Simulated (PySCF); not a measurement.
Correlation energy of Kr⁺ (krypton, charge +1)

Starting occupation: [Ar] 3d10 4s2 4p5, 4p1/2 with m_j = +1/2, 4p3/2 with m_j = -3/2, -1/2, +1/2, +3/2. Calculation: PySCF 2.14, in x2c-SVPall-2c with one added diffuse shell each of s, p, d type (6s7p4d, 47 functions); X2C-1e with screened-nucleus spin-orbit coupling, Gaussian nucleus. Frozen: [Ne]; 25 electrons correlated; the 4 highest virtual spinors left out.

MP2 pair energies summed by pair of shells (mhartree):

```tsv
pair	energy	share (%)
3d3/2-3d5/2	-51.91	15.6
4p3/2-4p3/2	-48.23	14.5
3d5/2-3d5/2	-34.35	10.3
3d5/2-3p3/2	-25.83	7.8
4p1/2-4p3/2	-22.73	6.8
4p3/2-4s1/2	-20.20	6.1
3d3/2-3p3/2	-18.44	5.5
3d5/2-3p1/2	-15.74	4.7
3d3/2-3d3/2	-13.74	4.1
3p1/2-3p3/2	-10.24	3.1
3d3/2-3p1/2	-8.81	2.7
3d5/2-4p3/2	-8.72	2.6
3p3/2-3p3/2	-8.32	2.5
4p1/2-4s1/2	-7.59	2.3
4s1/2-4s1/2	-5.85	1.8
3d3/2-4p3/2	-5.51	1.7
3d5/2-3s1/2	-3.64	1.1
3p3/2-4p3/2	-2.55	0.8
3d3/2-3s1/2	-2.43	0.7
3d5/2-4s1/2	-2.42	0.7
3d5/2-4p1/2	-2.08	0.6
3p1/2-3p1/2	-2.01	0.6
3p1/2-4p3/2	-1.65	0.5
3p3/2-3s1/2	-1.62	0.5
3d3/2-4p1/2	-1.62	0.5
3d3/2-4s1/2	-1.56	0.5
3p1/2-3s1/2	-0.87	0.3
3p3/2-4p1/2	-0.79	0.2
3p3/2-4s1/2	-0.73	0.2
3s1/2-3s1/2	-0.55	0.2
```

Total MP2 correlation energy: -332.34 mhartree.

This basis was not built for core-valence correlation, so the inner-shell part is incomplete.
